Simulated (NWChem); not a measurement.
System: MgH2S; SMILES [MgH][SH]

```xyz
4

Mg     0.2335    -1.1423     0.0000
H      0.3869    -2.8293     0.0000
S      0.0624     1.1706     0.0000
H     -1.2907     1.1478     0.0000
```
Atoms are numbered in this order, from 1.

Results from NWChem. Geometry optimised at PBE0/def2-SVP; all other runs use it. Pople sets run with spherical d functions. Vzz has the sign of the potential's second derivative.

```json
[
 {"quantity": "isotropic polarisability (bohr³), static", "level": "PBE/aug-cc-pVDZ", "value": "?"},
 {"quantity": "Vzz S3 (a.u.)", "level": "CAM-B3LYP/6-31G*", "value": "?"},
 {"quantity": "first 1s excitation (eV), S K edge, unshifted", "level": "PBE0/6-311G**, TDA", "value": "?"},
 {"quantity": "vertical, lowest triplet (eV)", "level": "CAM-B3LYP/def2-SVPD, full TDDFT", "value": "4.60"},
 {"quantity": "dipole (D)", "level": "PBE0/def2-SVP", "value": "1.24"},
 {"quantity": "highest harmonic frequency (cm⁻¹)", "level": "PBE0/def2-SVP", "value": "2702"}
]
```

What belongs in the gaps?


- isotropic polarisability (bohr³), static, value: 56.5
- Vzz S3 (a.u.), value: 1.825
- first 1s excitation (eV), S K edge, unshifted, value: 2418.9
